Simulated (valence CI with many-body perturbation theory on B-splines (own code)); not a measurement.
# E1 line list for Tm⁵⁴⁺

Computed by configuration interaction combined with many-body perturbation theory (CI+MBPT): five valence electrons over a frozen Dirac-Fock core [Ne], radial functions for each j: 11 s, 11 p, 10 d, 8 f, 5 g, 2 h, with the one-electron correlation potential Σ1, the two-electron term Σ2, the three-electron term Σ3, Breit, model QED; selected CI, second order for the rest, scaled by the run's own slope (own B-spline code, finite nucleus).

The last digits are not significant, and no measured levels were compared; by estimate large intervals hold to a few tenths of a per cent, small ones and those within an open d or f shell to about a per cent. Among the levels kept, up to 3100 cm⁻¹ of a level comes from second order outside the variational space, and about a tenth of that is noise between levels of different J, which matters for small intervals.

Lines 51 to 100 of 565 in falling wavelength, among levels below 1083.1 eV, chosen from the strongest by gf and those to the six lowest levels. Wavelengths and rates use the calculated energies. Electric multipoles are in the length gauge, E1 and E2 with the static RPA response of the core. Weak lines are less certain than strong ones. Lines between different terms over intervals too small for the method are left out, as are lines whose strength nearly cancels. The highest levels of a list are the least certain.

Levels are named by their leading jj configuration (3d3/2^4 stands for four electrons in 3d with j = 3/2), which in mixed levels can hold well under half, so a name can repeat and another be missing. Letters in brackets count levels of one name in rising energy.

```
λ vac (Å)                               Upper                               Lower   A (s⁻¹)  S (a.u.) with core polarisation  S without
    73.54          (3s 3p1/2^2 3d5/2^2) J=7/2          (3s^2 3p1/2 3d5/2^2) J=9/2  3.29e+10                         5.17e-02   5.25e-02
    73.30   (3p1/2^2 3p3/2^2 3d3/2) J=3/2 [b]  (3s 3p1/2 3p3/2^2 3d3/2) J=5/2 [d]  1.77e+10                         1.37e-02   1.40e-02
    73.04          (3s 3p1/2^2 3d5/2^2) J=7/2          (3s^2 3p1/2 3d5/2^2) J=7/2  1.22e+10                         1.87e-02   1.90e-02
    72.94  (3s 3p1/2 3p3/2^2 3d5/2) J=3/2 [d]          (3s^2 3p3/2^2 3d5/2) J=3/2  1.48e+10                         1.14e-02   1.16e-02
    72.59  (3s 3p1/2 3p3/2^2 3d5/2) J=5/2 [f]      (3s^2 3p3/2^2 3d5/2) J=5/2 [b]  1.68e+10                         1.91e-02   1.94e-02
    72.46  (3s 3p1/2^2 3p3/2 3d5/2) J=5/2 [b]  (3s^2 3p1/2 3p3/2 3d5/2) J=7/2 [b]  3.03e+10                         3.41e-02   3.47e-02
    72.35  (3s 3p1/2^2 3p3/2 3d5/2) J=5/2 [b]  (3s^2 3p1/2 3p3/2 3d5/2) J=5/2 [b]  1.21e+10                         1.35e-02   1.38e-02
    71.73  (3s 3p1/2 3p3/2^2 3d5/2) J=7/2 [b]          (3s^2 3p3/2^2 3d5/2) J=7/2  1.45e+10                         2.12e-02   2.15e-02
    71.68          (3s 3p1/2^2 3p3/2^2) J=3/2          (3s^2 3p1/2 3p3/2^2) J=5/2  2.91e+10                         2.12e-02   2.15e-02
    70.96  (3s 3p1/2^2 3d3/2 3d5/2) J=5/2 [b]  (3s^2 3p1/2 3d3/2 3d5/2) J=7/2 [a]  1.52e+10                         1.61e-02   1.63e-02
    70.90   (3p1/2^2 3p3/2^2 3d3/2) J=3/2 [b]  (3s 3p1/2 3p3/2^2 3d3/2) J=5/2 [c]  2.42e+10                         1.70e-02   1.73e-02
    70.27  (3s 3p1/2^2 3d3/2 3d5/2) J=3/2 [b]  (3s^2 3p1/2 3d3/2 3d5/2) J=5/2 [a]  1.60e+10                         1.10e-02   1.11e-02
    69.69        (3s 3p1/2 3p3/2^3) J=3/2 [b]                (3s^2 3p3/2^3) J=3/2  1.94e+10                         1.29e-02   1.32e-02
    69.29      (3s 3p1/2 3p3/2 3d3/2^2) J=5/2  (3s 3p1/2 3p3/2^2 3d3/2) J=7/2 [b]  1.34e+10                         1.32e-02   1.34e-02
    69.17          (3s 3p1/2^2 3d3/2^2) J=3/2  (3s 3p1/2^2 3p3/2 3d3/2) J=5/2 [b]  2.23e+10                         1.46e-02   1.48e-02
    68.91  (3s 3p1/2^2 3p3/2 3d3/2) J=3/2 [b]  (3s^2 3p1/2 3p3/2 3d3/2) J=5/2 [a]  2.03e+10                         1.31e-02   1.33e-02
    68.83  (3s 3p1/2^2 3p3/2 3d3/2) J=5/2 [b]      (3s^2 3p1/2 3p3/2 3d3/2) J=7/2  3.89e+10                         3.76e-02   3.82e-02
    68.63  (3s 3p1/2 3p3/2^2 3d5/2) J=7/2 [c]          (3s^2 3p3/2^2 3d5/2) J=9/2  2.55e+10                         3.26e-02   3.31e-02
    68.54  (3s 3p1/2^2 3p3/2 3d5/2) J=7/2 [b]      (3s^2 3p1/2 3p3/2 3d5/2) J=9/2  3.21e+10                         4.09e-02   4.15e-02
    67.79  (3s 3p1/2 3p3/2^2 3d5/2) J=9/2 [c]          (3s^2 3p3/2^2 3d5/2) J=9/2  2.33e+10                         3.59e-02   3.65e-02
    67.71  (3s 3p1/2 3p3/2^2 3d3/2) J=5/2 [e]          (3s^2 3p3/2^2 3d3/2) J=7/2  2.63e+10                         2.41e-02   2.45e-02
    67.41          (3s 3p1/2^2 3p3/2^2) J=3/2          (3s^2 3p1/2 3p3/2^2) J=3/2  1.28e+10                         7.72e-03   7.84e-03
    67.10             (3p1/2^2 3p3/2^3) J=3/2            (3s 3p1/2 3p3/2^3) J=5/2  5.09e+10                         3.03e-02   3.08e-02
    67.03          (3s 3p1/2^2 3p3/2^2) J=1/2          (3s^2 3p1/2 3p3/2^2) J=3/2  2.04e+08                         6.08e-05   6.15e-05
    66.79  (3s^2 3p1/2 3p3/2 3d3/2) J=3/2 [a]          (3s^2 3p1/2 3p3/2^2) J=1/2  1.74e+09                         1.02e-03   1.04e-03
    66.79  (3s^2 3p1/2 3p3/2 3d3/2) J=1/2 [a]          (3s^2 3p1/2 3p3/2^2) J=1/2  2.05e+09                         6.02e-04   6.10e-04
    66.65       (3p1/2^2 3p3/2^2 3d3/2) J=7/2      (3s 3p1/2 3p3/2^2 3d3/2) J=9/2  5.30e+10                         6.20e-02   6.30e-02
    66.45  (3s 3p1/2 3p3/2^2 3d5/2) J=5/2 [c]          (3s^2 3p3/2^2 3d5/2) J=7/2  1.33e+10                         1.15e-02   1.17e-02
    65.80   (3p1/2^2 3p3/2^2 3d3/2) J=3/2 [a]  (3s 3p1/2 3p3/2^2 3d3/2) J=5/2 [a]  2.58e+10                         1.45e-02   1.47e-02
    65.62  (3s 3p1/2 3p3/2^2 3d3/2) J=3/2 [f]          (3s^2 3p3/2^2 3d3/2) J=5/2  1.90e+10                         1.06e-02   1.07e-02
    65.07       (3p1/2^2 3p3/2^2 3d3/2) J=5/2  (3s 3p1/2 3p3/2^2 3d3/2) J=7/2 [a]  4.34e+10                         3.54e-02   3.60e-02
    64.45  (3s 3p1/2^2 3p3/2 3d3/2) J=1/2 [b]  (3s^2 3p1/2 3p3/2 3d3/2) J=3/2 [a]  3.88e+10                         1.03e-02   1.04e-02
    64.31  (3s 3p1/2^2 3p3/2 3d5/2) J=7/2 [b]  (3s^2 3p1/2 3p3/2 3d5/2) J=7/2 [a]  1.53e+10                         1.60e-02   1.63e-02
    63.77      (3s 3p1/2 3p3/2 3d3/2^2) J=7/2      (3s 3p1/2 3p3/2^2 3d3/2) J=9/2  1.64e+10                         1.68e-02   1.71e-02
    63.01  (3s^2 3p1/2 3p3/2 3d3/2) J=5/2 [a]          (3s^2 3p1/2 3p3/2^2) J=5/2  4.71e+09                         3.49e-03   3.54e-03
    62.11  (3s^2 3p1/2 3p3/2 3d3/2) J=3/2 [a]          (3s^2 3p1/2 3p3/2^2) J=5/2  1.24e+10                         5.85e-03   5.93e-03
    61.99          (3s 3p1/2^2 3d3/2^2) J=5/2  (3s 3p1/2^2 3p3/2 3d3/2) J=3/2 [b]  1.31e+10                         9.27e-03   9.42e-03
    60.77       (3p1/2^2 3p3/2^2 3d3/2) J=1/2             (3p1/2^2 3p3/2^3) J=3/2  5.14e+10                         1.14e-02   1.16e-02
    59.59      (3s^2 3p1/2 3p3/2 3d3/2) J=7/2          (3s^2 3p1/2 3p3/2^2) J=5/2  6.26e+08                         5.23e-04   5.32e-04
    59.10          (3s^2 3p1/2^2 3d3/2) J=3/2          (3s^2 3p1/2^2 3p3/2) J=3/2  9.84e+09                         4.01e-03   4.07e-03
    58.88  (3s^2 3p1/2 3p3/2 3d3/2) J=3/2 [a]          (3s^2 3p1/2 3p3/2^2) J=3/2  8.48e+08                         3.42e-04   3.46e-04
    58.88  (3s^2 3p1/2 3p3/2 3d3/2) J=1/2 [a]          (3s^2 3p1/2 3p3/2^2) J=3/2  3.70e+09                         7.45e-04   7.55e-04
    58.40  (3s 3p1/2^2 3d3/2 3d5/2) J=7/2 [b]  (3s 3p1/2^2 3p3/2 3d5/2) J=7/2 [b]  1.18e+10                         9.25e-03   9.39e-03
    55.03      (3s^2 3p1/2 3d3/2 3d5/2) J=9/2      (3s^2 3p1/2 3p3/2 3d5/2) J=9/2  1.48e+10                         1.22e-02   1.24e-02
    54.36  (3s 3p1/2^2 3d3/2 3d5/2) J=7/2 [b]  (3s 3p1/2^2 3p3/2 3d5/2) J=7/2 [a]  1.58e+10                         1.00e-02   1.02e-02
    53.97  (3s^2 3p1/2 3p3/2 3d3/2) J=1/2 [b]          (3s^2 3p1/2 3p3/2^2) J=1/2  3.95e+08                         6.13e-05   6.29e-05
    53.94  (3s^2 3p1/2 3p3/2 3d3/2) J=3/2 [b]          (3s^2 3p1/2 3p3/2^2) J=1/2  6.35e+08                         1.97e-04   2.00e-04
    52.76  (3s^2 3p1/2 3p3/2 3d3/2) J=5/2 [b]          (3s^2 3p1/2 3p3/2^2) J=5/2  2.48e+09                         1.08e-03   1.10e-03
    51.05      (3s 3p1/2^2 3d3/2 3d5/2) J=9/2      (3s 3p1/2^2 3p3/2 3d5/2) J=9/2  2.48e+10                         1.63e-02   1.65e-02
    50.85  (3s^2 3p1/2 3p3/2 3d3/2) J=3/2 [b]          (3s^2 3p1/2 3p3/2^2) J=5/2  8.87e+08                         2.30e-04   2.36e-04
```
